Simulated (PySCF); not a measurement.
silicon atom (Si), triplet; HF/pcseg-1 (PySCF).

The PySCF input:
```python
from pyscf import gto, scf

mol = gto.Mole()
mol.atom = '''
    Si    0.00000000    0.00000000    0.00000000
'''
mol.basis = 'pcseg-1'
mol.spin = 2
mol.verbose = 4
mol.build()

mf = scf.UHF(mol)
mf.diis_space = 2
mf.kernel()
```

Output, abridged:

```
PySCF version 2.14.0

[INPUT] verbose = 4
[INPUT] num. atoms = 1
[INPUT] num. electrons = 14
[INPUT] charge = 0
[INPUT] spin (= nelec alpha-beta = 2S) = 2
[INPUT] symmetry False subgroup None
[INPUT] Mole.unit = angstrom
[INPUT] Symbol           X                Y                Z      unit          X                Y                Z       unit  Magmom
[INPUT]  1 Si     0.000000000000   0.000000000000   0.000000000000 AA    0.000000000000   0.000000000000   0.000000000000 Bohr   0.0

nuclear repulsion = 0
number of shells = 3
number of NR pGTOs = 44
number of NR cGTOs = 18
basis = pcseg-1
ecp = {}

******** <class 'pyscf.scf.uhf.UHF'> ********
method = UHF
initial guess = minao
damping factor = 0
level_shift factor = 0
DIIS = <class 'pyscf.scf.diis.CDIIS'>
diis_start_cycle = 1
diis_space = 2
diis_damp = 0
SCF conv_tol = 1e-09
SCF conv_tol_grad = None
SCF max_cycles = 50
direct_scf = True
direct_scf_tol = 1e-13
number electrons alpha = 8  beta = 6
Set gradient conv threshold to 3.16228e-05
init E= -288.558947756477

cycle= 1 E= -288.801009201644  delta_E= -0.242  |g|= 0.0993  |ddm|= 0.887
cycle= 2 E= -288.819030181035  delta_E= -0.018  |g|= 0.0329  |ddm|= 0.326
cycle= 3 E= -288.820962641136  delta_E= -0.00193  |g|= 0.0109  |ddm|= 0.112
cycle= 4 E= -288.821222670594  delta_E= -0.00026  |g|= 0.0022  |ddm|= 0.0581
cycle= 5 E= -288.821233413072  delta_E= -1.07e-05  |g|= 0.000631  |ddm|= 0.014
cycle= 6 E= -288.821234209568  delta_E= -7.96e-07  |g|= 0.000182  |ddm|= 0.00422
cycle= 7 E= -288.821234257887  delta_E= -4.83e-08  |g|= 5.09e-05  |ddm|= 0.00106
cycle= 8 E= -288.821234261102  delta_E= -3.21e-09  |g|= 2.06e-05  |ddm|= 0.000128
cycle= 9 E= -288.821234261906  delta_E= -8.04e-10  |g|= 7.99e-06  |ddm|= 8.22e-05
Extra cycle  E= -288.821234262032  delta_E= -1.26e-10  |g|= 3.93e-06  |ddm|= 3.61e-05
converged SCF energy = -288.821234262032  <S^2> = 2.0058865  2S+1 = 3.0039217
```
